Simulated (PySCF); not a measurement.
CH5NO2Si2, SMILES N#CO[Si@H](O)[SiH3].

Geometry optimised at PBE0-D3(BJ)/def2-SVP. The structure was generated by enumeration; whether it is a known compound was not checked. Other conformers were not sampled.

All values below come from TDA-PBE0/def2-SVPD (PySCF).

Vertical excitations. Gas-phase values at a fixed geometry.

Computed excitation energies, oscillator strengths and character:
```json
[
 {"state": "S1", "energy (eV)": "6.48", "λ (nm)": "191", "f": "0.009", "main pairs": "HOMO→LUMO 93 %"},
 {"state": "S2", "energy (eV)": "6.65", "λ (nm)": "186", "f": "0.017", "main pairs": "HOMO−1→LUMO 47 %, HOMO→LUMO+1 45 %"},
 {"state": "S3", "energy (eV)": "6.79", "λ (nm)": "183", "f": "0.032", "main pairs": "HOMO→LUMO+1 42 %, HOMO−1→LUMO 39 %, HOMO−1→LUMO+1 13 %"},
 {"state": "S4", "energy (eV)": "6.98", "λ (nm)": "178", "f": "0.004", "main pairs": "HOMO−1→LUMO+1 82 %"},
 {"state": "S5", "energy (eV)": "7.12", "λ (nm)": "174", "f": "0.033", "main pairs": "HOMO−2→LUMO 84 %"},
 {"state": "S6", "energy (eV)": "7.38", "λ (nm)": "168", "f": "0.005", "main pairs": "HOMO−2→LUMO+1 82 %"},
 {"state": "S7", "energy (eV)": "7.56", "λ (nm)": "164", "f": "0.021", "main pairs": "HOMO→LUMO+2 88 %"},
 {"state": "S8", "energy (eV)": "7.65", "λ (nm)": "162", "f": "0.006", "main pairs": "HOMO→LUMO+3 40 %, HOMO−1→LUMO+2 12 %, HOMO−1→LUMO+3 9 %, HOMO−1→LUMO+10 6 %"},
 {"state": "S9", "energy (eV)": "7.84", "λ (nm)": "158", "f": "0.068", "main pairs": "HOMO−1→LUMO+2 64 %, HOMO→LUMO+3 22 %"},
 {"state": "S10", "energy (eV)": "7.96", "λ (nm)": "156", "f": "0.058", "main pairs": "HOMO−1→LUMO+3 41 %, HOMO→LUMO+3 15 %, HOMO−1→LUMO+2 13 %"},
 {"state": "T1", "energy (eV)": "5.71", "λ (nm)": "217", "f": "0", "main pairs": "HOMO→LUMO 66 %, HOMO−1→LUMO 11 %, HOMO−2→LUMO 11 %"},
 {"state": "T2", "energy (eV)": "5.94", "λ (nm)": "209", "f": "0", "main pairs": "HOMO→LUMO+1 65 %, HOMO−2→LUMO+1 13 %, HOMO−1→LUMO+1 11 %"},
 {"state": "T3", "energy (eV)": "6.40", "λ (nm)": "194", "f": "0", "main pairs": "HOMO−1→LUMO 45 %, HOMO→LUMO 14 %, HOMO−2→LUMO 8 %, HOMO→LUMO+10 8 %"},
 {"state": "T4", "energy (eV)": "6.51", "λ (nm)": "191", "f": "0", "main pairs": "HOMO−1→LUMO+1 16 %, HOMO−1→LUMO 15 %, HOMO→LUMO+10 9 %, HOMO−2→LUMO 8 %"}
]
```
Triplets are in the Tamm–Dancoff approximation.
